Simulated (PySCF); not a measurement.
## Electron correlation in Ar⁺ (argon, charge +1)

[Ne] 3s2 3p5, 2P determinant. All numbers are calculated (PySCF 2.14, the non-relativistic Hamiltonian (point nucleus), in 6-31G* (4s3p1d, 18 functions)). Frozen: [Ne]; 7 electrons correlated.

MP2 pair energies summed by pair of shells (mhartree):

| pair | energy | share (%) |
| --- | --- | --- |
| 3p-3p | -74.54 | 67.8 |
| 3s-3p | -28.61 | 26.0 |
| 3s-3s | -6.72 | 6.1 |

Total MP2 correlation energy: -109.87 mhartree.

Same-spin part -27.38 and opposite-spin part -82.49 mhartree; SCS-MP2 scales them by 1/3 and 6/5 to -108.12 mhartree.

```tsv
level	correlation energy (mhartree)
CCSD	-126.77
(T)	-1.24
CCSD(T)	-128.01
```

Diagnostics: T1 = 0.0043, D1 = 0.0153, largest double amplitude 0.049.

Cost of the coupled-cluster step: 0.08 s of wall time on 1 thread of Neoverse-V2 (shared host), for 7 correlated electrons.
